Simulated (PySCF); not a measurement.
C3H7AlO. Atoms are numbered in the order given.

```xyz
12

Al    -0.3116     0.1781     0.2608
C     -2.1950     0.2228     0.7431
H     -2.5485    -0.7697     1.0705
H     -2.8221     0.5087    -0.1185
H     -2.3923     0.9376     1.5566
C      0.4306    -0.9716    -1.1323
C      1.7357    -0.9861    -1.4465
H     -0.2110    -1.6534    -1.7105
H      2.1567    -1.6312    -2.2289
H      2.4660    -0.3464    -0.9333
O      0.7365     1.2175     1.1233
H      1.6819     1.3090     1.0013
```
Charge 0, spin multiplicity 1.

Geometry optimised at PBE0-D3(BJ)/def2-SVP. The structure was generated by enumeration; whether it is a known compound was not checked. One conformer was computed; it need not be the lowest.

All values below come from PBE/def2-TZVP (PySCF).

Computed frontier levels, gap, dipole moment and polarisability:
```json
{
  "highest_occupied_level": "-6.41 eV",
  "lowest_empty_level": "-1.84 eV",
  "orbital_gap": "4.57 eV",
  "dipole_moment": "1.18 D",
  "quadrupole, principal values (traceless, Buckingham form, about the centre of nuclear charge)": "-4.89, 0.11, 4.78 D·Å",
  "mean_static_polarisability": "66.7 bohr³ (9.88 Å³)",
  "polarisability_principal_values": "48.7, 63.7, 87.6 bohr³"
}
```
